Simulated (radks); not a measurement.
Spherical jellium clusters: N electrons in a uniform positive sphere of charge N and radius rs N^(1/3), rs = 4.72 bohr. Method: non-relativistic Kohn-Sham, PBE, spin-polarised, spherical densities; computed with a radial shooting solver with Libxc functionals. Levels are named by radial order and angular momentum (1s, 1p, 1d, 2s, ...), and open shells are averaged over m.

N = 6, configuration 1s2 1p(up 3, down 1). This is the lowest configuration that the search found. Occupied levels:

level,occupation,eigenvalue (eV),<r> (bohr)
1s up,1,-3.7829,5.959
1s down,1,-3.4888,5.614
1p up,3,-2.7906,7.063
1p down,1,-2.3741,7.027

Energy (eV): total -10.3142, kinetic 8.0533, external -134.58, Hartree 66.352, exchange-correlation -18.672, background 68.530.

Electron density:

r (bohr),n(r) (e/bohr^3)
0.984,0.002023
2.04,0.002303
3.10,0.002639
4.15,0.002837
5.21,0.002715
6.26,0.002226
7.32,0.001516
8.37,0.0008392
9.43,0.0003833
10.5,0.0001575
11.5,0.00006114
12.6,0.00002328
13.7,8.577e-06
